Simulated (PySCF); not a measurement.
CH3Cl3Sn (SMILES [CH3][Sn]([Cl])([Cl])[Cl]), singlet, geometry from GFN2-xTB (such geometries of metal compounds can be far from the true shape) (all electrons, no relativity); HF/STO-3G run with PySCF.

PySCF was given this input:
```python
from pyscf import gto, scf

mol = gto.Mole()
mol.atom = '''
    C    -2.412129   -0.346223    0.105054
    Sn   -0.218337   -0.031339    0.009509
    Cl    0.795331   -1.341509   -1.623272
    Cl    0.340733    2.173140   -0.478091
    Cl    0.839905   -0.548012    2.015304
    H    -2.581350   -1.340023    0.499652
    H    -2.821673    0.413029    0.759110
    H    -2.798796   -0.250249   -0.901553
'''
mol.basis = 'sto-3g'
mol.charge = 0
mol.spin = 0
mol.verbose = 4
mol.build()

mf = scf.RHF(mol)
mf.kernel()
```

What the program printed (banner, timings and long lists left out):

```
PySCF version 2.14.0

[INPUT] verbose = 4
[INPUT] num. atoms = 8
[INPUT] num. electrons = 110
[INPUT] charge = 0
[INPUT] spin (= nelec alpha-beta = 2S) = 0
[INPUT] symmetry False subgroup None
[INPUT] Mole.unit = angstrom
[INPUT] Symbol           X                Y                Z      unit          X                Y                Z       unit  Magmom
[INPUT]  1 C     -2.412129000000  -0.346223000000   0.105054000000 AA   -4.558263187121  -0.654266648025   0.198523288290 Bohr   0.0
[INPUT]  2 Sn    -0.218337000000  -0.031339000000   0.009509000000 AA   -0.412597132859  -0.059222127018   0.017969405718 Bohr   0.0
[INPUT]  3 Cl     0.795331000000  -1.341509000000  -1.623272000000 AA    1.502957768376  -2.535084603639  -3.067539505675 Bohr   0.0
[INPUT]  4 Cl     0.340733000000   2.173140000000  -0.478091000000 AA    0.643892051601   4.106639430337  -0.903461052619 Bohr   0.0
[INPUT]  5 Cl     0.839905000000  -0.548012000000   2.015304000000 AA    1.587190420653  -1.035592592975   3.808372617740 Bohr   0.0
[INPUT]  6 H     -2.581350000000  -1.340023000000   0.499652000000 AA   -4.878044531646  -2.532276470618   0.944205437591 Bohr   0.0
[INPUT]  7 H     -2.821673000000   0.413029000000   0.759110000000 AA   -5.332189183080   0.780511691503   1.434509998419 Bohr   0.0
[INPUT]  8 H     -2.798796000000  -0.250249000000  -0.901553000000 AA   -5.288957918528  -0.472902072946  -1.703688256780 Bohr   0.0

nuclear repulsion = 875.9731442226
number of shells = 32
number of NR pGTOs = 186
number of NR cGTOs = 62
basis = sto-3g
ecp = {}

******** <class 'pyscf.scf.hf.RHF'> ********
method = RHF
initial guess = minao
damping factor = 0
level_shift factor = 0
DIIS = <class 'pyscf.scf.diis.CDIIS'>
diis_start_cycle = 1
diis_space = 8
diis_damp = 0
SCF conv_tol = 1e-09
SCF conv_tol_grad = None
SCF max_cycles = 50
direct_scf = True
direct_scf_tol = 1e-13
Set gradient conv threshold to 3.16228e-05
Initial guess from minao.
init E= -7348.56021108957
  HOMO = -0.600636138686009  LUMO = -0.267070366085806  gap/eV = 9.07679
cycle= 1 E= -7366.38737908719  delta_E= -17.8  |g|= 0.312  |ddm|= 3.36
  HOMO = -0.363242197109791  LUMO = 0.202859702776272  gap/eV = 15.40442
cycle= 2 E= -7366.43537823186  delta_E= -0.048  |g|= 0.0912  |ddm|= 0.726
  HOMO = -0.367665244609027  LUMO = 0.207465423970179  gap/eV = 15.65010
cycle= 3 E= -7366.43935164782  delta_E= -0.00397  |g|= 0.0231  |ddm|= 0.186
  HOMO = -0.37577116063272  LUMO = 0.20459806514268  gap/eV = 15.79265
cycle= 4 E= -7366.43980061325  delta_E= -0.000449  |g|= 0.00627  |ddm|= 0.0757
  HOMO = -0.375918545752566  LUMO = 0.204207823104991  gap/eV = 15.78604
cycle= 5 E= -7366.43983223054  delta_E= -3.16e-05  |g|= 0.000775  |ddm|= 0.023
  HOMO = -0.375986984054206  LUMO = 0.204115769630427  gap/eV = 15.78540
cycle= 6 E= -7366.43983276558  delta_E= -5.35e-07  |g|= 9.74e-05  |ddm|= 0.0029
  HOMO = -0.375977664772785  LUMO = 0.2041104278357  gap/eV = 15.78500
cycle= 7 E= -7366.43983277612  delta_E= -1.05e-08  |g|= 2.48e-05  |ddm|= 0.000423
  HOMO = -0.375975590036012  LUMO = 0.204107257729096  gap/eV = 15.78486
cycle= 8 E= -7366.43983277693  delta_E= -8.13e-10  |g|= 3.21e-06  |ddm|= 0.000136
  HOMO = -0.375975139348242  LUMO = 0.20410803696868  gap/eV = 15.78487
Extra cycle  E= -7366.43983277695  delta_E= -2e-11  |g|= 1.28e-06  |ddm|= 1.07e-05
converged SCF energy = -7366.43983277695
```
